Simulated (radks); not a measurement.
The numbers below are computed, except where a source is named.
Species: Br2+. Configuration: [Ar] 3d10 4s2 4p2 5p1 (not the ground configuration).

Level of theory: scalar-relativistic Kohn-Sham, exchange-only LDA, spin-unpolarised, spherical densities, point nucleus (a radial shooting solver on a logarithmic mesh with Libxc functionals).

Energy parts (hartree):
part                   energy
total             -2597.99880
kinetic            2655.64123
electron-nucleus  -6237.21021
Hartree            1068.21913
exchange            -84.64896

Orbitals (lengths in bohr, moments of r in powers of bohr; r(max) is where P^2 peaks; r(90%) holds 90 % of the orbital's charge):
| orbital | occ. | eigenvalue (hartree) | <r^2> | r(90%) | r(max) | <1/r> |
|---|---|---|---|---|---|---|
| 1s | 2 | -489.6962 | 0.002467 | 0.0765 | 0.02795 | 35.61 |
| 2s | 2 | -64.68055 | 0.04249 | 0.293 | 0.1594 | 7.885 |
| 2p | 6 | -57.23255 | 0.03356 | 0.270 | 0.1274 | 7.724 |
| 3s | 2 | -9.79859 | 0.3512 | 0.823 | 0.4846 | 2.591 |
| 3p | 6 | -7.44690 | 0.3736 | 0.863 | 0.4812 | 2.441 |
| 3d | 10 | -3.54176 | 0.4291 | 0.970 | 0.4294 | 2.157 |
| 4s | 2 | -1.70059 | 2.747 | 2.28 | 1.370 | 0.8564 |
| 4p | 2 | -1.18159 | 3.670 | 2.66 | 1.545 | 0.7352 |
| 5p | 1 | -0.38669 | 22.37 | 6.38 | 4.161 | 0.2924 |

The highest occupied level is 5p at -10.522 eV. The density falls to 0.001 e/bohr^3 at r = 4.75 bohr.
